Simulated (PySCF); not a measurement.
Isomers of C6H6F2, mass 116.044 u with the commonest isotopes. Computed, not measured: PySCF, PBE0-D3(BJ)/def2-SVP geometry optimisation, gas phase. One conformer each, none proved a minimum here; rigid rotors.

Question: Order these by radius of gyration √(Σ m r²/M), largest first.
A. `FC1=C[C@@H](F)C=CC1`
B. `FC1([C@@H]2[C@@H](C2)C=C1)F`
C. `[F:1]/[CH:2]=[C:3]1[CH:4]=[C:5]/1[CH2:6][CH2:7][F:8]` with C4–C5–C6–C7 -138°, C5–C6–C7–F8 66°

Answer: C (2.066 Å), A (1.928 Å), B (1.702 Å).

Question: Order these by dipole moment, largest first.
A. `[F:1]/[CH:2]=[C:3]1[CH:4]=[C:5]/1[CH2:6][CH2:7][F:8]` with C4–C5–C6–C7 -138°, C5–C6–C7–F8 66°
B. `C1[C@@H]2[C@H]1C(C=C2)(F)F`
C. `C1[C@H](C=CCC=1F)F`

Answer: A (3.16 D), B (2.65 D), C (2.31 D).

Question: Order these by rotational constant C, smallest first.
A. `FC1=C[C@@H](F)C=CC1`
B. `[F:1]/[CH:2]=[C:3]1[CH:4]=[C:5]/1[CH2:6][CH2:7][F:8]` with C4–C5–C6–C7 -138°, C5–C6–C7–F8 66°
C. `FC1(F)C=C[C@@H]2C[C@@H]21`

Answer: B (1106 MHz), A (1204 MHz), C (1796 MHz).

```json
{"SMILES": "FC1=C[C@@H](F)C=CC1", "point group": "C1", "Ia (u·Å²)": "149.81", "Ib (u·Å²)": "293.44", "Ic (u·Å²)": "419.62", "κ": "-0.52", "μa (D)": "0.65", "μb (D)": "1.99", "μc (D)": "0.98"}
{"SMILES": "FC1(F)C=C[C@@H]2C[C@@H]21", "point group": "C1", "Ia (u·Å²)": "145.24", "Ib (u·Å²)": "246.11", "Ic (u·Å²)": "281.32", "κ": "-0.69", "μa (D)": "2.63", "μb (D)": "0.33", "μc (D)": "0.11"}
{"SMILES": "F/C=C1C=C/1CCF", "point group": "C1", "Ia (u·Å²)": "186.28", "Ib (u·Å²)": "347.32", "Ic (u·Å²)": "456.87", "κ": "-0.57", "μa (D)": "1.28", "μb (D)": "2.47", "μc (D)": "1.50"}
```
